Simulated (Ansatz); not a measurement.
The cluster Pd₃H₂⁻. Total charge -1; doublet. Geometry PBE-D4/def2-TZVPD.

| atom | x (Å) | y (Å) | z (Å) |
| --- | --- | --- | --- |
| Pd1 | -0.4558 | -0.2293 | -0.7368 |
| Pd2 | 1.7724 | 0.2674 | 0.7843 |
| Pd3 | -0.6311 | 0.4827 | 1.6758 |
| H4 | 1.3556 | -0.1865 | -0.7442 |
| H5 | -2.0411 | -0.3344 | -0.9791 |

In the def2 sets Pd takes a core potential; there is no spin–orbit coupling. At LDA (SPW92)/def2-TZVPD, PBE-D4/def2-TZVPD, r2SCAN-D4/def2-TZVPD the highest occupied level of the charge -1 doublet lies above zero (up to 0.23 eV). The electron is either unbound and held by the finite basis, or the level is raised by self-interaction error. The structure comes from a short search, and lower isomers may exist.

Q: Estimate the α-spin orbital energies around the gap (eV) in Ansatz with LDA (SPW92)/def2-TZVPD, PBE-D4/def2-TZVPD, r2SCAN-D4/def2-TZVPD, PBE0-D4/def2-TZVPD, ωB97M-V/def2-TZVPD.

A: 
```
orbital  LDA (SPW92)/def2-TZVPD  PBE-D4/def2-TZVPD  r2SCAN-D4/def2-TZVPD  PBE0-D4/def2-TZVPD  ωB97M-V/def2-TZVPD
 HOMO−5                   -0.54              -0.31                 -0.43               -1.40               -3.66
 HOMO−4                   -0.27              -0.06                 -0.24               -1.35               -3.63
 HOMO−3                   -0.21               0.00                 -0.15               -1.31               -3.51
 HOMO−2                   -0.19               0.04                 -0.07               -1.20               -3.51
 HOMO−1                   -0.16               0.06                 -0.04               -1.19               -3.35
   HOMO                    0.03               0.23                  0.15               -0.59               -2.52
   LUMO                    0.67               0.92                  1.08                1.69                3.03
 LUMO+1                    1.72               1.90                  2.12                2.60                3.81
 LUMO+2                    2.67               2.85                  3.09                3.46                4.47
 LUMO+3                    3.01               3.13                  3.46                3.78                4.79
 LUMO+4                    3.33               3.48                  3.81                4.14                5.17
 LUMO+5                    4.21               4.28                  4.64                4.82                5.60
 β HOMO                   -0.02               0.19                  0.11               -0.92               -2.95
 β LUMO                    0.42               0.75                  0.98                1.85                3.25
```
